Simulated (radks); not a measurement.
Results of a calculation; reference values are marked as such.
Valence configurations of Dy3+ (all share [Xe]). Level of theory: scalar-relativistic Kohn-Sham, r2SCAN, spin-unpolarised, spherical densities, finite nucleus; meta-GGA in the generalised Kohn-Sham scheme; Fermi nuclear charge, rms radius 5.2218 fm (a radial shooting solver on a logarithmic mesh with Libxc functionals). Energies are relative to 4f9; eigenvalues in eV.

valence          E (eV)    e(4f)    e(5d)    e(6p)    e(6s)
4f9               0.000  -34.423        -        -        -
4f8 5d1          12.808  -41.804  -26.345        -        -
4f8.5 5d0.5       5.747  -38.029  -25.307        -        -
4f7 5d2          31.273  -49.813  -28.336        -        -
4f8 6s1          16.225  -45.234        -        -  -25.175
4f7 5d1 6s1      35.831  -53.399  -30.750        -  -26.017
4f8 6p1          22.054  -46.424        -  -19.846        -
4f8 5d0.5 6p0.5  17.331  -44.126  -27.989  -18.781        -
4f8.5 6p0.5       9.937  -40.314        -  -18.447        -
4f7 6s2          40.813  -56.995        -        -  -27.756

NIST lists [Xe] 4f9 as the ground configuration; this level of theory agrees among the configurations tried. The energies are those of spherical spin-averaged densities, not of single terms.
